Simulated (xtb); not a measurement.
C₂H₇ClOSi, SMILES O[C@@H]([SiH2]Cl)C. All values are semi-empirical tight-binding results from xtb (GFN2-xTB unless named), good for trends rather than for accurate numbers. The structure is a stationary point at GFN2-xTB. The structure was generated by enumeration; whether it is a known compound was not checked. The values are those of a single conformer.

### Question
Estimate the properties. (An estimate is asked for; the answer gives what the named calculation found.)

### Answer

| Quantity | Value |
|---|---|
| orbital gap | 5.08 eV |
| dipole moment | 2.99 D |
| zero-point energy | 54.0 kcal/mol |
| G − E(el) at 298.15 K (modified RRHO) | 33.9 kcal/mol |
| static polarisability (D4 model) | 72.7 bohr³ |
| solvation energy, GFN2-xTB/ALPB(water) | -4.3 kcal/mol |
| solvation energy, GFN2-xTB/ALPB(acetone) | -6.9 kcal/mol |
